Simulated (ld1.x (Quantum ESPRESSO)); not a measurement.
**Zn, TM: configuration errors across variants**

* Element: zinc
* Generator: ld1.x (Quantum ESPRESSO) 7.5
* Type: norm-conserving Troullier–Martins (Kleinman–Bylander form)
* Functional: LDA (PZ)
* Relativity: scalar-relativistic
* Frozen core: [Ar]
* Valence charge: 12
* Reference configuration: 3d10 4s1 4p0 (charge +1)
* Partial waves: 4s (bound): rc 0.90 bohr; 3d (bound): rc 1.15 bohr; 4p (bound, empty): rc 1.75 bohr
* Local potential: the p channel
* Core correction: Bessel-smoothed model core inside 0.90 bohr

All-electron excitation energies from the reference (eV): (1) 3d10 4s0 4p0 18.769; (2) 3d9 4s0 4p0 59.659; (3) 3d9 4s2 4p0 8.015; (4) 3d10 4s0 4p1 6.424; (5) 3d10 4s0 4p2 0.564; (6) 3d10 4s1 4p0 spin -0.248; (7) 3d9 4s0 4p0 spin 59.387.

Spin tests fill each open shell by Hund’s rule, majority spin first.

Tests that are not counted but printed errors over 1 eV. “base”: 3d10 4s2 4p0 (solver errors, printed error -1708 eV); 3d10 4s1 4p1 (solver errors, printed error -1681 eV). “wave 3d (bound): rc 1.15 bohr becomes 3d (bound): rc 1.56 bohr”: 3d10 4s2 4p0 (solver errors, printed error -1636 eV); 3d10 4s1 4p1 (solver errors, printed error -1604 eV). “core correction Bessel-smoothed model core inside 0.96 bohr”: 3d10 4s2 4p0 (solver errors, printed error -1708 eV); 3d10 4s1 4p1 (solver errors, printed error -1687 eV).

5 further variants failed, have other tests or another functional or relativity, and are left out.

Errors AE − PS in meV (a dash: test not solved or not reliable):

```csv
change,(1),(2),(3),(4),(5),(6),(7),bound ghosts
base,+31,-677,-387,+29,+23,+148,-674,not determined
wave 3d (bound): rc 1.15 bohr becomes 3d (bound): rc 1.56 bohr,+28,-569,-262,+25,+20,+148,-571,not determined
core correction Bessel-smoothed model core inside 0.96 bohr,+41,-667,-376,+39,+33,+155,-660,not determined
```

Problem. Give the same row for: wave 4s (bound): rc 0.90 bohr becomes 4s (bound): rc 0.72 bohr.

Solution. -1751, +9230, –, -8741, –, +136, +9231; bound ghosts: not determined. Not counted: 3d10 4s2 4p0 (solver errors, printed error -1584 eV); 3d10 4s1 4p1 (solver errors, printed error -1566 eV); 2 more.
